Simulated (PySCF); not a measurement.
Copper: a sound run and one with changed settings

Sound run: Cu⁺ [Ar] 3d10, Cu²⁺ [Ar] 3d9. Calculation: PySCF 2.14, in pcseg-2 (6s4p3d2f1g, 56 functions); the non-relativistic Hamiltonian (point nucleus). In the sound run the correlated levels freeze [Ar]. The sound run starts from symmetry-adapted Hartree-Fock orbitals and uses a fine grid where one is needed.

Changed run: scalar relativity by spin-free X2C-1e. This setting is unsound on purpose.

| species | method | sound run (hartree) | changed run (hartree) | converged |
| --- | --- | --- | --- | --- |
| Cu⁺ | UHF | -1638.69518 | -1650.21788 | yes |
| Cu⁺ | PBE | -1639.99054 | -1651.50789 | yes |
| Cu⁺ | B3LYP | -1640.28970 | -1651.80806 | yes |
| Cu⁺ | MP2 | -1639.10295 | -1650.63008 | yes |
| Cu²⁺ | UHF | -1638.05936 | -1649.59069 | yes |
| Cu²⁺ | PBE | -1639.21515 | -1650.73936 | yes |
| Cu²⁺ | B3LYP | -1639.52664 | -1651.05212 | yes |
| Cu²⁺ | MP2 | -1638.33737 | -1649.87122 | yes |

Ionisation energy of Cu⁺:

| method | sound run (eV) | changed run (eV) |
| --- | --- | --- |
| UHF | 17.301 | 17.067 |
| PBE | 21.099 | 20.913 |
| B3LYP | 20.764 | 20.570 |
| MP2 | 20.832 | 20.649 |
| SCS-MP2 | 20.401 | 20.212 |

Most of the change in total energy is the relativistic energy itself. On top of that the contraction fixes the core shape for the Hamiltonian it was made with, so the changed run is not a good calculation with the other Hamiltonian either.

For comparison, NIST gives 20.292 eV between the lowest levels.
